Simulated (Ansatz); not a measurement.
One change: `F[SiH](F)S[SiH2]Cl` becomes `CO[SiH](F)S[SiH2]Cl`.

Ansatz, PBE0-D4/def2-TZVP geometries, multiplicity 1. Each molecule was computed in one conformer, which needn't be the lowest.

```json
{"property": "HOMO–LUMO gap (B3LYP/def2-TZVPP) / eV", "`F[SiH](F)S[SiH2]Cl`": "7.58"}
{"property": "HOMO energy (PBE0/def2-TZVPP) / eV", "`F[SiH](F)S[SiH2]Cl`": "-8.43"}
{"property": "HOMO–LUMO gap (PBE0/def2-TZVPP) / eV", "`F[SiH](F)S[SiH2]Cl`": "8.05"}
{"property": "size of the dipole moment (PBE/def2-TZVPP) / D", "`F[SiH](F)S[SiH2]Cl`": "0.95"}
{"property": "HOMO energy (B3LYP/def2-TZVPP) / eV", "`F[SiH](F)S[SiH2]Cl`": "-8.15"}
{"property": "size of the dipole moment (B3LYP/def2-TZVPP) / D", "`F[SiH](F)S[SiH2]Cl`": "1.06"}
```

Task: Give the same properties after the change, and the shifts. (Estimate.)

Result: The calculation gave: 
```tsv
property	`CO[SiH](F)S[SiH2]Cl`	shift
HOMO–LUMO gap (B3LYP/def2-TZVPP) / eV	7.46	-0.12
HOMO energy (PBE0/def2-TZVPP) / eV	-8.07	0.36
HOMO–LUMO gap (PBE0/def2-TZVPP) / eV	7.92	-0.13
size of the dipole moment (PBE/def2-TZVPP) / D	1.45	0.50
HOMO energy (B3LYP/def2-TZVPP) / eV	-7.79	0.36
size of the dipole moment (B3LYP/def2-TZVPP) / D	1.46	0.40
```

With PBE0 the HOMO rises by 0.36 eV and the LUMO rises by 0.23 eV, so the gap narrows by about 0.13 eV. PBE moves the HOMO by 0.37 eV and ωB97M-V by 0.35 eV. Dipoles are sizes alone; their direction can turn.

B3LYP here is the variant with VWN-RPA as its local correlation; programs differ in this.
